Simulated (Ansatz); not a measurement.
Consider the redistribution: `O[SiH2]CS` + `C[NH][SnH2][OH]` → `C[SiH](O)CS` + `[NH2][SnH2][OH]`.

Gas-phase electronic energies from Ansatz, PBE0-D4/def2-TZVP geometries. CCSD(T)/CBS adds triple-zeta CCSD(T) − MP2 to the extrapolated MP2 energy (def2 sets, frozen cores). Functionals use def2-TZVPP. B3LYP here is the variant with VWN-RPA as its local correlation; programs differ in this. Elements past krypton have def2 core potentials. For Sn outer-core shells are correlated without core-valence functions, which leaves a few kJ/mol of doubt a bond. Each species was taken in one conformer, which may not be the lowest.

```
         level  ΔE (kcal/mol)
      B3LYP-D4          -19.7
CCSD/CBS(def2)          -20.5
```

Q: What does CCSD(T)/CBS give? (Best estimate.)

A: The calculation gave: -20.6 kcal/mol. The listed levels differ from it by 0.9, 0.1 kcal/mol.

Largest T1 diagnostic among the species: 0.013.

In def2-TZVPP, CCSD(T) changes the Hartree–Fock value by −1.6 kcal/mol (the triples alone add −0.1 kcal/mol) and MP2 by −2.3 kcal/mol.
